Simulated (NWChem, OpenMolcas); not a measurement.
How basis sets differ on CH5BO2 (SMILES COBO)

CH5BO2 has 9 atoms, charge 0, and is taken as a singlet. SMILES: `COBO`. The coordinates come from a PBE0-D4/def2-TZVP relaxation. This is one conformer, not always the lowest.

| atom | x (Å) | y (Å) | z (Å) |
| --- | --- | --- | --- |
| C | 0.2818 | 0.8019 | -1.0574 |
| O | -0.1135 | 0.4548 | 0.2510 |
| B | -0.1349 | -0.8341 | 0.6716 |
| O | -0.5246 | -1.1185 | 1.9385 |
| H | 0.5681 | -0.0798 | -1.6376 |
| H | 1.1314 | 1.4864 | -1.0062 |
| H | -0.5448 | 1.3075 | -1.5617 |
| H | 0.1839 | -1.7384 | -0.0476 |
| H | -0.7589 | -0.3263 | 2.4322 |

Each level gives the dipole moment (D). The values are calculated.

| level | kind | program | value (D) |
| --- | --- | --- | --- |
| HF/STO-3G | Hartree–Fock | NWChem | 1.56 |
| HF/3-21G | Hartree–Fock | OpenMolcas | 2.27 |
| HF/ANO-L-VDZP (RICD fitting) | Hartree–Fock | OpenMolcas | 2.00 |
| HF/cc-pVDZ | Hartree–Fock | OpenMolcas | 1.88 |

The values span 1.56 to 2.27 D. Magnitudes only. Sets without polarisation functions give poor dipoles.
